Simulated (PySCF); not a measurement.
# HfSe from Hartree–Fock to correlated methods

State: ¹Σ⁺ (singlet), closed shell. Set-up: PySCF, scalar-relativistic core potentials, basis sets Hf def2-TZVPP with ECP60, Se def2-TZVPP. De refers to Hf (5d2 6s2) + Se in their high-spin ground configurations, without counterpoise correction. A positive dipole means Hf(−)Se(+).

```tsv
Level	Re (Å)	ωe (cm⁻¹)	De (eV)	μ (D)
RHF	2.316	356	n/a	-5.52
RHF-MP2	2.298	353	n/a	n/a
RHF-SCS-MP2	2.306	350	n/a	n/a
RHF-CCSD	2.308	352	4.96	n/a
RHF-CCSD(T)	2.322	338	5.40	n/a
PBE	2.315	331	n/a	-3.75
PBEsol	2.301	338	n/a	-3.71
PW91	2.314	331	n/a	-3.77
BLYP	2.334	321	n/a	-3.83
r²SCAN	2.306	341	n/a	-4.06
PBE0	2.297	348	n/a	-4.23
MN15	2.290	352	n/a	-4.27
ωB97M-V	2.294	356	n/a	-4.70
```

**Question.** What does the step from GGA to meta-GGA do here, going from PBE to r²SCAN?

**Answer.** r²SCAN less PBE: -0.9 pm in Re, +3.0 % in ωe. 

**Question.** What does second-order correlation do here, going from RHF to RHF-MP2?

**Answer.** RHF-MP2 less RHF: -1.8 pm in Re, -0.8 % in ωe. Correlation nearly always deepens the well. The bond shortens, as in weak, metallic or heavy-atom bonds, where dispersion and the correlation of outer-core electrons pull the atoms together.

**Question.** What does the triples do here, going from RHF-CCSD to RHF-CCSD(T)?

**Answer.** RHF-CCSD(T) less RHF-CCSD: +1.4 pm in Re, -4.0 % in ωe, +0.44 eV in De. Correlation nearly always deepens the well. The bond lengthens, as in strong covalent bonds, where excitations into antibonding orbitals dominate.

Correlated steps freeze 9 core orbitals. De is left out where the level can put another filling of the metal’s s and d shells below the measured ground configuration, by anything from nothing to about 1 eV. Spin–orbit coupling is left out, which matters for elements this heavy, above all for dissociation energies. Where the molecule has an RHF reference, its open-shell atoms are computed with UHF. The CCSD T1 diagnostic is raised, a sign that a single reference may not be enough here.

The whole job (state search and all levels along the bond) took about 11 min on 2 threads of Intel Xeon Platinum 8259CL @ 2.50GHz (shared host), peak memory 3.3 GiB.
